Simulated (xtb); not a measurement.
H3Sn (SMILES [SnH3+]), charge +1, singlet, from a rough starting geometry (GFN-xTB shapes and energies of metal compounds can be far from the true ones); GFN2-xTB in xtb.

Input for xtb:
```
$ xtb mol.xyz --gfn 2 --chrg 1 --opt vtight --json

# file mol.xyz
4

Sn     0.01506871     0.03084478    -0.05691610
H      0.67296671    -0.42540133     1.49563651
H     -0.41416213     1.64666171    -0.24382531
H     -0.25312972    -1.19494056    -1.24808078
```

**Question.** Predict the main parts of the log of this xtb run.

**Answer.** 
```
   ID    Z sym.   atoms
    1   50 Sn     1
    2    1 H      2-4

           -------------------------------------------------
          |                Calculation Setup                |
           -------------------------------------------------

           -------------------------------------------------
          |                 G F N 2 - x T B                 |
           -------------------------------------------------

          ...................................................
          :                      SETUP                      :
          :.................................................:
          :  # basis functions                  13          :
          :  # atomic orbitals                  12          :
          :  # shells                            6          :
          :  # electrons                         6          :
          :  max. iterations                   250          :
          :  Hamiltonian                  GFN2-xTB          :
          :  restarted?                      false          :
          :  GBSA solvation                  false          :
          :  PC potential                    false          :
          :  electronic temp.          300.0000000     K    :
          :  accuracy                    1.0000000          :
          :  -> integral cutoff          0.2500000E+02      :
          :  -> integral neglect         0.1000000E-07      :
          :  -> SCF convergence          0.1000000E-05 Eh   :
          :  -> wf. convergence          0.1000000E-03 e    :
          :  Broyden damping             0.4000000          :
          :  net charge                          1          :
          :  unpaired electrons                  0          :
          ...................................................

 iter      E             dE          RMSdq      gap      omega  full diag
   1     -3.0285376 -0.302854E+01  0.359E+01    2.52       0.0  T
   2     -3.1167869 -0.882493E-01  0.144E+01    4.01       1.0  T
   3     -3.1174240 -0.637135E-03  0.507E+00    4.11       1.0  T
   4     -3.1176377 -0.213650E-03  0.419E-01    4.17       1.0  T
   5     -3.1176504 -0.127513E-04  0.247E-01    4.17       1.0  T
   6     -3.1176542 -0.377126E-05  0.701E-03    4.16       7.1  T
   7     -3.1176542 -0.379995E-08  0.252E-03    4.16      19.9  T
   8     -3.1176542 -0.808287E-10  0.908E-05    4.16     550.5  T
   9     -3.1176542 -0.304556E-11  0.440E-05    4.16    1137.1  T

   *** convergence criteria satisfied after 9 iterations ***

         :::::::::::::::::::::::::::::::::::::::::::::::::::::
         ::                     SUMMARY                     ::
         :::::::::::::::::::::::::::::::::::::::::::::::::::::
         :: total energy              -3.110020177883 Eh    ::
         :: gradient norm              0.015265630245 Eh/a0 ::
         :: HOMO-LUMO gap              4.164135640531 eV    ::
         ::.................................................::
         :: SCC energy                -3.117654129703 Eh    ::
         :: -> isotropic ES            0.122797318684 Eh    ::
         :: -> anisotropic ES         -0.009296145428 Eh    ::
         :: -> anisotropic XC         -0.002733957795 Eh    ::
         :: -> dispersion             -0.000511377886 Eh    ::
         :: repulsion energy           0.007633951820 Eh    ::
         :: add. restraining           0.000000000000 Eh    ::
         :: total charge               1.000000000000 e     ::
         :::::::::::::::::::::::::::::::::::::::::::::::::::::

      -----------------------------------------------------------
     |                   =====================                   |
     |                        A N C O P T                        |
     |                   =====================                   |
     |               Approximate Normal Coordinate               |
     |                Rational Function Optimizer                |
[...]
 * total energy  :    -3.1100202 Eh     change       -0.1296740E-12 Eh
 * total energy  :    -3.1102627 Eh     change       -0.2425175E-03 Eh
 * total energy  :    -3.1104933 Eh     change       -0.2306139E-03 Eh
 * total energy  :    -3.1107085 Eh     change       -0.2152135E-03 Eh
 * total energy  :    -3.1107339 Eh     change       -0.2539463E-04 Eh
 * total energy  :    -3.1107344 Eh     change       -0.5321342E-06 Eh
 * total energy  :    -3.1107348 Eh     change       -0.3537912E-06 Eh
 * total energy  :    -3.1107348 Eh     change       -0.6316081E-09 Eh
   *** GEOMETRY OPTIMIZATION CONVERGED AFTER 8 ITERATIONS ***
         :: total energy              -3.110734803843 Eh    ::
[...]
         :: -> isotropic ES            0.121775174371 Eh    ::
         :: -> anisotropic ES         -0.009446426577 Eh    ::
         :: -> anisotropic XC         -0.002760084196 Eh    ::
         :: -> dispersion             -0.000512883312 Eh    ::
         :: repulsion energy           0.006551304873 Eh    ::
         :: add. restraining           0.000000000000 Eh    ::
         :: total charge               1.000000000000 e     ::
         :::::::::::::::::::::::::::::::::::::::::::::::::::::

           -------------------------------------------------
          |                Property Printout                |
           -------------------------------------------------

    * Orbital Energies and Occupations

         #    Occupation            Energy/Eh            Energy/eV
      -------------------------------------------------------------
         1        2.0000           -1.1155695             -30.3562
         2        2.0000           -0.7007168             -19.0675
         3        2.0000           -0.7006948             -19.0669 (HOMO)
         4                         -0.5434239             -14.7873 (LUMO)
         5                         -0.5398535             -14.6902
         6                         -0.4850196             -13.1981
         7                         -0.4849943             -13.1974
         8                         -0.4259862             -11.5917
         9                         -0.4259729             -11.5913
        10                         -0.2087056              -5.6792
        11                          0.2681559               7.2969
        12                          0.2681830               7.2976
      -------------------------------------------------------------
                  HL-Gap            0.1572709 Eh            4.2796 eV
             Fermi-level           -0.6220593 Eh          -16.9271 eV

     #   Z          covCN         q      C6AA      α(0)
     1  50 Sn       2.752     0.361   378.828    38.489
     2   1 H        0.917     0.213     1.036     1.592
     3   1 H        0.917     0.213     1.036     1.592
     4   1 H        0.917     0.213     1.037     1.592

 Mol. C6AA /au·bohr⁶  :        504.784303
 Mol. C8AA /au·bohr⁸  :      52202.784391
 Mol. α(0) /au        :         43.265668

Wiberg/Mayer (AO) data.
largest (>0.10) Wiberg bond orders for each atom

 ---------------------------------------------------------------------------
     #   Z sym  total        # sym  WBO       # sym  WBO       # sym  WBO
 ---------------------------------------------------------------------------
     1  50 Sn   1.988 --     4 H    0.663     2 H    0.663     3 H    0.663
     2   1 H    0.955 --     1 Sn   0.663     3 H    0.146     4 H    0.146
     3   1 H    0.955 --     1 Sn   0.663     2 H    0.146     4 H    0.146
     4   1 H    0.955 --     1 Sn   0.663     3 H    0.146     2 H    0.146
 ---------------------------------------------------------------------------

Topologies differ in total number of bonds
Writing topology from bond orders to xtbtopo.mol

molecular dipole:
                 x           y           z       tot (Debye)
 q only:        0.010       0.027      -0.025
   full:        0.010       0.027      -0.025       0.097
molecular quadrupole (traceless):
                xx          xy          yy          xz          yz          zz
 q only:       -2.597      -0.846       1.549       1.694       0.330       1.048
  q+dip:       -3.098      -1.009       1.848       2.021       0.394       1.250
   full:        0.733       0.239      -0.437      -0.479      -0.096      -0.296

optimized geometry written to: xtbopt.xyz

           -------------------------------------------------
          | TOTAL ENERGY               -3.110734803843 Eh   |
          | GRADIENT NORM               0.000021357928 Eh/α |
          | HOMO-LUMO GAP               4.279559068243 eV   |
           -------------------------------------------------
```
